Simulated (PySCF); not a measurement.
Run record: geometry optimisation, trans-[Ag(CN)2(OH)2]2- (`N#[C][Ag-2]([OH])([OH])[C]#N`) [radical].

Computed with PBE0-D3(BJ)/def2-SVP geometry optimisation, gas phase, def2 core potentials past Kr (PySCF 2.14.0). Start geometry: GFN2-xTB. A driver script takes a list of jobs; this job's settings line and coordinates (Å) are shown.

Input:
```
{"job": {"xc": "PBE0", "basis": "def2-SVP", "d3": "d3bj", "grid": 1, "maxiter": 40, "kind": "geom"}, "charge": -2, "multiplicity": 2}
Ag    -0.010210     0.015890     0.081500
C      1.864150    -0.334150     1.054300
N      2.931610    -0.699000     1.326880
O      0.590560     1.835160    -1.105970
H     -0.137810     2.411950    -1.346290
C     -2.043680     0.652870     0.273380
N     -3.113210     1.046490     0.053740
O     -0.401630    -2.172290    -0.288900
H      0.320220    -2.756930    -0.048620
```

Output:
```
step   0  E = -483.55968756  max force = 0.025676
step   1  E = -483.56873465  max force = 0.007568
step   2  E = -483.57327551  max force = 0.011529
step   3  E = -483.57567579  max force = 0.008007
step   4  E = -483.57752192  max force = 0.002373
step   5  E = -483.57811861  max force = 0.003268
step   6  E = -483.57869709  max force = 0.002650
step   7  E = -483.57908956  max force = 0.001626
step   8  E = -483.57927676  max force = 0.000757
step   9  E = -483.57940113  max force = 0.001034
step  10  E = -483.57946113  max force = 0.000879
step  11  E = -483.57950689  max force = 0.000872
step  12  E = -483.57954130  max force = 0.000739
step  13  E = -483.57955639  max force = 0.000423
step  14  E = -483.57944958  max force = 0.001607
step  15  E = -483.57954444  max force = 0.000614
step  16  E = -483.57955752  max force = 0.000347
optimisation converged
```

Energies in Eh; «max force» is the largest Cartesian gradient component in Eh/bohr.

How much energy does the optimisation release, in kcal/mol?

E(step 0) − E(last step) = 0.019870 Eh, which is 12.5 kcal/mol.

At which steps does the energy rise by more than 1e-5 Eh?

At step 14 (+0.11 mEh).

Main results: final energy -483.57956 Eh after 16 steps.

The ion is multiply charged and computed in the gas phase, without counter-ions or solvent; whether it holds all its electrons wasn't checked.

Estimate the wall time. Hardware: one thread, x86-64 server (shared host).

About 3.7 min.
Labels such as C1 count atoms from 1, the log's own numbers from 0.

Neither the SCF state along the optimisation nor the shape of the open-shell metal species was proved the lowest: other solutions of the same spin, or a structure of lower symmetry, can lie below.
